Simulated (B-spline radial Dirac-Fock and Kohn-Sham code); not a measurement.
# Bi⁺ 4f5/2: cross section and angular parameters

System: bismuth as Bi⁺, [Xe] 4f14 5d10 6s2 6p2; threshold 181.9 eV (orbital energy of the model). Model: Dirac-Hartree-Slater photoionisation with a Latter tail; cross sections with all multipoles, angular parameters from the dipole term and its interference with E2. Program: a radial finite-basis atomic code.

For linearly polarised light dσ/dΩ = σ/(4π) [1 + β P₂(cos θ) + (δ + γ cos²θ) sin θ cos φ], with θ from the polarisation vector and φ the angle between the beam and the projection of the electron momentum on the plane normal to the polarisation.

```tsv
hν (eV)	σ (kb)	β	γ	δ
200	152	1.197	0.001	-0.005
231	353	1.619	0.032	0.004
279	1150	0.555	0.001	0.007
291	1350	0.448	-0.002	0.008
368	2020	0.289	-0.012	0.011
400	2030	0.315	-0.014	0.013
562	1480	0.529	-0.015	0.022
718	953	0.694	-0.005	0.031
1080	364	0.913	0.054	0.052
1253.6	243	0.969	0.094	0.062
1486.9	149	1.018	0.157	0.074
2290	38.7	1.069	0.391	0.111
2950	16.4	1.056	0.573	0.140
3420	9.77	1.036	0.691	0.160
3610	8.05	1.027	0.736	0.168
4000	5.55	1.007	0.822	0.184
4840	?	?	?	?
5414.7	1.78	0.934	1.085	0.242
6540	0.852	0.880	1.250	0.286
7670	0.451	0.831	1.387	0.330
8940	0.242	0.783	1.516	0.377
9150	0.220	0.776	1.535	0.385
11300	0.0911	0.709	1.704	0.462
13600	0.0414	0.650	1.842	0.540
15000	0.0271	0.619	1.910	0.585
```

Question: Give the values at 4840 eV.

Answer: σ = 2.73 kb, β = 0.963, γ = 0.987, δ = 0.219.

Values without a named source are computed, but for edge energies of neutral atoms, which are taken from tables.
